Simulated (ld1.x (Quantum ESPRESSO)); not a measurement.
Transferability test, ultrasoft potential for Ir

Ir (Z = 77), ultrasoft, made with ld1.x (Quantum ESPRESSO) 7.5 (LDA (PZ), scalar-relativistic). Core [Xe] 4f14, reference 5d7 6s1 6p0 (charge +1). Waves: 6s (bound): rcut 2.15, rcutus 2.80 bohr; 6s channel at -0.05 Ry: rcut 2.15, rcutus 2.80 bohr; 6p (bound, empty): rcut 3.15, rcutus 3.40 bohr; 6p channel at 1.35 Ry: rcut 3.15, rcutus 3.40 bohr; 5d (bound): rcut 1.55, rcutus 1.80 bohr; 5d channel at 1.6 Ry: rcut 1.55, rcutus 1.80 bohr. Local part: all-electron potential smoothed inside 2.85 bohr (lloc = -1). Core correction: Bessel-smoothed model core inside 1.50 bohr. Augmentation charge: PSQ, inside the norm-conserving radii.

Energies are relative to the spin-unpolarised reference configuration 5d7 6s1 6p0; without spin polarisation the order of configurations can differ from experiment. Spin-polarised rows fill each open shell by Hund’s rule, majority spin first.

```json
{"valence configuration": "5d7 6s2 6p0", "charge": "0", "ΔE all-electron (eV)": "-10.185", "error AE − PS (meV)": "+1.1"}
{"valence configuration": "5d6 6s0 6p0", "charge": "+3", "ΔE all-electron (eV)": "48.692", "error AE − PS (meV)": "-99"}
{"valence configuration": "5d7 6s1.5 6p0", "charge": "+0.5", "ΔE all-electron (eV)": "-6.009", "error AE − PS (meV)": "+1.3"}
{"valence configuration": "5d5 6s0 6p0", "charge": "+4", "ΔE all-electron (eV)": "92.573", "error AE − PS (meV)": "-447"}
{"valence configuration": "5d7 6s0 6p2", "charge": "0", "ΔE all-electron (eV)": "1.006", "error AE − PS (meV)": "+2.4"}
{"valence configuration": "5d6 6s2 6p0", "charge": "+1", "ΔE all-electron (eV)": "2.229", "error AE − PS (meV)": "-42"}
{"valence configuration": "5d7 6s1 6p0 (spin-polarised)", "charge": "+1", "ΔE all-electron (eV)": "-1.829", "error AE − PS (meV)": "+11"}
{"valence configuration": "5d7 6s2 6p0 (spin-polarised)", "charge": "0", "ΔE all-electron (eV)": "-11.337", "error AE − PS (meV)": "+0.6"}
```

Task: What are ΔE and the potential's error for 5d7 6s0 6p0?

Result: ΔE = 17.850 eV all-electron; the error (AE − PS) is -11 meV.

Levels in the configuration 5d7 6s0 6p0:

```csv
level,all-electron (eV),pseudo (eV)
5d,-24.708,-24.713
```
